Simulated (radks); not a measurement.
Neutral ytterbium inside a hard spherical wall (all orbitals vanish at R), configuration held at [Xe] 4f14 6s2 and not refilled when levels cross. Method: scalar-relativistic Kohn-Sham, r2SCAN, spin-polarised, spherical densities, finite nucleus; meta-GGA in the generalised Kohn-Sham scheme; Fermi nuclear charge, rms radius 5.3108 fm; computed with a radial shooting solver on a logarithmic mesh with Libxc functionals. Eigenvalues in eV for spin up, with the zero of energy where the potential of the charges vanishes at infinity; a dash marks a level that is unbound or too diffuse for the functional's potential to be trusted. A positive occupied level is held by the wall or, in an anion where self-interaction has pushed it up, behind a barrier. The pressure on the wall is -dE/dV.

[
 {"R (bohr)": "free", "E (hartree)": "-14059.5974", "kinetic (hartree)": "15318.762", "e(5s)": "-56.561", "e(5p)": "-28.461", "e(6s)": "-4.009", "e(4f)": "-2.992", "e(6p, empty)": "-", "e(5d, empty)": "-", "pressure (GPa)": "0"},
 {"R (bohr)": "20", "E (hartree)": "-14059.5974", "kinetic (hartree)": "15318.762", "e(5s)": "-56.561", "e(5p)": "-28.461", "e(6s)": "-4.009", "e(4f)": "-2.992", "e(6p, empty)": "-0.956", "e(5d, empty)": "-0.436", "pressure (GPa)": "< 0.0001"},
 {"R (bohr)": "15", "E (hartree)": "-14059.5974", "kinetic (hartree)": "15318.762", "e(5s)": "-56.559", "e(5p)": "-28.460", "e(6s)": "-4.008", "e(4f)": "-2.991", "e(6p, empty)": "-0.950", "e(5d, empty)": "-0.433", "pressure (GPa)": "0.000107"},
 {"R (bohr)": "10", "E (hartree)": "-14059.5956", "kinetic (hartree)": "15318.780", "e(5s)": "-56.429", "e(5p)": "-28.330", "e(6s)": "-3.910", "e(4f)": "-2.864", "e(6p, empty)": "-0.697", "e(5d, empty)": "-0.289", "pressure (GPa)": "0.0445"},
 {"R (bohr)": "8", "E (hartree)": "-14059.5837", "kinetic (hartree)": "15318.860", "e(5s)": "-55.963", "e(5p)": "-27.870", "e(6s)": "-3.511", "e(4f)": "-2.410", "e(6p, empty)": "0.110", "e(5d, empty)": "0.191", "pressure (GPa)": "0.487"},
 {"R (bohr)": "7", "E (hartree)": "-14059.5614", "kinetic (hartree)": "15318.979", "e(5s)": "-55.394", "e(5p)": "-27.313", "e(6s)": "-2.935", "e(4f)": "-1.854", "e(6p, empty)": "1.167", "e(5d, empty)": "0.785", "pressure (GPa)": "1.65"},
 {"R (bohr)": "4", "E (hartree)": "-14058.8477", "kinetic (hartree)": "15321.689", "e(5s)": "-49.328", "e(5p)": "-21.583", "e(6s)": "8.901", "e(4f)": "4.460", "e(6p, empty)": "19.385", "e(5d, empty)": "8.413", "pressure (GPa)": "130"},
 {"R (bohr)": "2", "E (hartree)": "-14041.5242", "kinetic (hartree)": "15381.711", "e(5s)": "-3.030", "e(5p)": "30.659", "e(6s)": "169.96", "e(4f)": "57.169", "e(6p, empty)": "208.66", "e(5d, empty)": "81.512", "pressure (GPa)": "23200"}
]
